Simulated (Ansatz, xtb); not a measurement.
## Relaxing a trial structure of CH4AlInO

The starting geometry of this gas-phase singlet was built from a drawn formula by distance geometry; its bonds are those of `[OH][InH][CH2][Al]`.

| atom | x (Å) | y (Å) | z (Å) |
| --- | --- | --- | --- |
| C | -0.2886 | 1.2875 | -0.3495 |
| Al | -0.7267 | 1.9478 | -2.1347 |
| In | -1.7263 | -0.1015 | 0.4830 |
| O | -2.1922 | -1.8852 | 0.2593 |
| H | -2.6008 | -2.3757 | -0.4957 |
| H | -1.7510 | 0.5148 | 2.1879 |
| H | 0.6280 | 0.5694 | -0.4289 |
| H | 0.0674 | 2.0919 | 0.3623 |

Problem. Predict what it relaxes into with r2SCAN-D4/def2-SVP.

Solution. It keeps its bonds, and is `[OH][InH][CH2][Al]`.

The energy falls by 0.95 eV over 17 steps:

| step | E − E(last) (eV) |
| --- | --- |
| 1 | 0.949 |
| 3 | 0.174 |
| 5 | 0.039 |
| 6 | 0.021 |
| 8 | 0.009 |
| 10 | 0.004 |
| 12 | 0.001 |
| 13 | 0.000 |
| 15 | 0.000 |
| 17 | 0.000 |

Final geometry (Å):

```
atom    x (Å)    y (Å)    z (Å)
   C  -0.2632   1.0783  -0.4780
  Al  -0.9845   2.2839  -1.8684
  In  -1.6571   0.0839   0.8451
   O  -2.2052  -1.7847   0.3235
   H  -1.7486  -2.1111  -0.4635
   H  -2.4761   0.5726   2.2745
   H   0.3377   0.2688  -0.9419
   H   0.4066   1.6575   0.1924
```

From the same start GFN2-xTB reaches the same bonding as this run.

The end wasn't checked by frequencies. Atoms past krypton carry core potentials, without spin–orbit terms. Run with Ansatz 0.2.0, 49 s on 1 thread of Intel(R) Xeon(R) Platinum 8488C (Sapphire Rapids) (shared host).
